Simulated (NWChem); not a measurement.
# MgF cation; SMILES [F][Mg+]

```xyz
2

Mg     0.0000     0.0000    -0.7447
F      0.0000     0.0000     0.9933
```
Atoms are numbered in this order, from 1.

Level: PBE-D3(BJ)/def2-SVP (NWChem), optimised geometry, unscaled harmonic frequencies. 

```tsv
frequency (cm⁻¹)	IR intensity (km/mol)
766	36.1
```

| Quantity | Value |
|---|---|
| zero-point energy | 1.1 kcal/mol |
| thermal correction to the enthalpy at 298.15 K (with zero-point energy) | 3.2 kcal/mol |
| heat capacity Cv | 5.7 cal/(mol K) |
| entropy at 298.15 K and 1 atm (symmetry number 1) | 51.3 cal/(mol K) |

Rigid rotor and harmonic oscillator.
